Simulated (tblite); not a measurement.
Compound: C3H4NO2S (charge -1).
Atom-mapped SMILES: `[CH3:1][C@@H:2]([C:3]#[N:4])[S@:5](=[O:6])[O-:7]` (hydrogens: H8, H9, H10 on C1; H11 on C2)
Bond orders are those of one Lewis drawing.

Computed with GFN2-xTB (tblite), gas phase: nudged elastic band of 9 images (0 to 8), spring 0.2 eV/Å², climbing image at the end, force threshold 0.05 eV/Å. The top image wasn't refined or checked by frequencies; at this threshold it can lie a kcal/mol or more above the true saddle point of the method.

The band describes a rotation about C2–S5 (sp3 carbon bound to sulfur, sulfur bonded to C and 2 O), followed by the dihedral C3–C2–S5–O7, from the optimised start (161°) to a second optimised geometry at -61°.

**Question.** How does the energy change from image to image?

**Answer.** 
```csv
image,dihedral (°),E (kJ/mol),C2–S5 (Å),C3···O7 (Å),largest true force (eV/Å)
0,161,0.00,2.055,3.88,0.01
1,178,1.11,2.045,3.90,0.04
2,-165,4.13,2.043,3.89,0.07
3,-148,7.91,2.048,3.85,0.07
4,-132,11.15,2.055,3.78,0.05
5,-114,12.87,2.058,3.66,0.03
6,-97,12.68,2.055,3.52,0.03
7,-76,11.19,2.047,3.32,0.03
8,-61,9.42,2.043,3.22,0.01
```

Barriers of this band. The top is image 5 at -114°: 12.87 kJ/mol forward and 3.45 kJ/mol back; the end lies 9.42 kJ/mol above the start. The central bond is 0.003 Å longer at the top than at the start.

**Question.** What rate follows at 350 K for crossing this barrier forward?

**Answer.** Taking the electronic barrier for the free energy of activation (no zero-point or entropy terms, transmission 1), rate = (kT/h)·exp(−ΔE/kT) ≈ 9 × 10^10 s⁻¹, whose inverse is 1 × 10^-11 s. An error of 1 kcal/mol in the barrier changes this by a factor of 4, and the method and the loose band can each miss by that much or more.

**Question.** How would the two end points share their population at 350 K, from these energies alone?

**Answer.** exp(−ΔE/kT) with ΔE = 0.098 eV gives 0.039 for the higher one (end) against 1 for the lower, without vibrational, rotational or degeneracy terms.

**Question.** How long is the path, and how are the images spaced?

**Answer.** Cartesian distances between aligned neighbours (all atoms, Å): 0.55, 0.53, 0.52, 0.51, 0.52, 0.51, 0.61, 0.79; the sum is 4.55 Å, and the top lies 58 % of the way along.

The cost below is that of the whole band run. On one thread, Intel Xeon at 2.50 GHz (x86_64), no GPU, shared host with 64 logical CPUs at a one-minute load of 17, this took 11 s wall and 0.18 GiB of memory at its peak.
